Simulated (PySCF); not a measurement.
Pb(I)(SH) (HIPbS), SMILES [SH][Pb][I] (connectivity only; charge and spin as stated), neutral, multiplicity 1.

The structure is a stationary point at r2SCAN-D4/def2-SVP. The def2 effective core potentials stand for the cores of I, Pb; spin–orbit coupling is left out. The values are those of a single conformer.

These are TDA-LC-ωPBE/def2-SVPD in PySCF values and carry that method's errors.

Vertical excitations.  State labels are in the subgroup Cs.

Computed UV-visible absorptions:
| state | symmetry | energy (eV) | λ (nm) | f | main pairs |
|---|---|---|---|---|---|
| S1 | A" | 3.49 | 355 | 0.008 | HOMO→LUMO 87 % |
| S2 | A" | 4.26 | 291 | 0.002 | HOMO−2→LUMO 87 % |
| S3 | A' | 4.26 | 291 | 0.033 | HOMO−1→LUMO 87 % |
| S4 | A' | 4.69 | 264 | 0.003 | HOMO−3→LUMO 76 % |
| S5 | A" | 4.89 | 253 | 0.001 | HOMO−4→LUMO 95 % |
| S6 | A' | 5.02 | 247 | 0.039 | HOMO→LUMO+1 72 % |
| S7 | A" | 5.23 | 237 | 0.006 | HOMO−1→LUMO+1 83 % |
| S8 | A" | 5.73 | 216 | 0.012 | HOMO−1→LUMO+2 49 %, HOMO−3→LUMO+2 28 % |
| S9 | A' | 5.88 | 211 | 0.224 | HOMO−2→LUMO+1 56 %, HOMO−4→LUMO+1 12 % |
| S10 | A" | 5.94 | 209 | 0.007 | HOMO−3→LUMO+1 76 % |
| T1 | A" | 2.84 | 436 | 0 | HOMO→LUMO 69 %, HOMO−2→LUMO 25 % |
| T2 | A' | 3.63 | 341 | 0 | HOMO−1→LUMO 71 %, HOMO−3→LUMO 25 % |
| T3 | A' | 4.06 | 306 | 0 | HOMO−3→LUMO 66 %, HOMO−1→LUMO 24 % |
| T4 | A" | 4.07 | 305 | 0 | HOMO−2→LUMO 70 %, HOMO→LUMO 23 % |
Triplets are in the Tamm–Dancoff approximation.
